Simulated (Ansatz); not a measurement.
Consider the formal loss of a carbene: `FCBr` → HBr + `[CH]F`.

Program: Ansatz. Geometries: PBE0-D4/def2-TZVP. ΔE: electronic, gas phase. CBS: MP2 limit from def2 TZ/QZ plus the TZ coupled-cluster correction, frozen cores. This one scheme is used for every species. Functionals use def2-TZVPP. B3LYP here is the variant with VWN-RPA as its local correlation; programs differ in this. For Br outer-core shells are correlated without core-valence functions, which leaves a few kJ/mol of doubt a bond. Scalar relativity is left out up to krypton.

`FCBr`:

```xyz
5

F    -1.102   -0.165   -0.807
C    -0.112    0.109    0.072
Br    1.469   -0.929   -0.336
H     0.169    1.157   -0.005
H    -0.424   -0.171    1.076
```

HBr:

```xyz
2

Br    0.003   -0.200    0.681
H    -0.003    0.200   -0.681
```

`[CH]F`:

Cartesian coordinates in Å:
```
C 0.150 0.386 -0.297
F 0.004 -0.893 -0.484
H -0.154 0.508 0.781
```

```csv
level,ΔE (kJ/mol)
B3LYP-D4,348.9
r2SCAN0-D4,372.5
ωB97X-V,352.2
BHLYP,344.7
```

**Question.** What does CCSD(T)/CBS give? (Best estimate.)

**Answer.** The calculation gave: +345.6 kJ/mol. The listed levels differ from it by 3.3, 26.9, 6.6, -0.9 kJ/mol.

Largest T1 diagnostic among the species: 0.018.

From BLYP to BHLYP (50 % exact exchange), in def2-TZVPP and without D4, ΔE moves by +13.9 kJ/mol. In def2-TZVPP, CCSD(T) changes the Hartree–Fock value by +37.4 kJ/mol (the triples alone add +3.7 kJ/mol) and MP2 by +66.3 kJ/mol. Leaving LDA and LC-ωPBE aside and taking each functional with its dispersion term where it has one, the values, not all of them listed here, spread over 31.6 kJ/mol, from BLYP-D4 to r2SCAN0-D4. LDA lies +47.7 kJ/mol from PBE without D4.
